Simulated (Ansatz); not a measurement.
Reaction (ligand exchange at the Al–N bond): `[NH2][Al]1[SiH2][S]1` + HBr → `[Br][Al]1[SiH2][S]1` + NH₃

Program: Ansatz. Geometries: PBE0-D4/def2-TZVP. ΔE: electronic, gas phase. CBS: MP2 limit from def2 TZ/QZ plus the TZ coupled-cluster correction, frozen cores. This one scheme is used for every species. For Br outer-core shells are correlated without core-valence functions, which leaves a few kJ/mol of doubt a bond. Scalar relativity is left out up to krypton. Each species was taken in one conformer, which may not be the lowest.

| species | CCSD(T)/CBS(def2) energy (Eh) |
| --- | --- |
| `[NH2][Al]1[SiH2][S]1` | -986.05263 |
| HBr | -2573.91920 |
| `[Br][Al]1[SiH2][S]1` | -3503.49136 |
| NH₃ | -56.50880 |

Problem. Work out ΔE.

Solution. ΔE = (-3503.49136) + (-56.50880) − (-986.05263) − (-2573.91920) = -0.02833 Eh = -0.77 eV.

Largest T1 diagnostic among the species: 0.013.

Leaving LDA and LC-ωPBE aside and taking each functional with its dispersion term where it has one, the values, not all of them listed here, spread over 0.12 eV, from PBE-QIDH to CAM-B3LYP-D4. LDA lies +0.09 eV from PBE without D4. At CCSD(T), def2-SVP lies +0.07 eV from the extrapolated value and def2-TZVPP +0.03 eV.
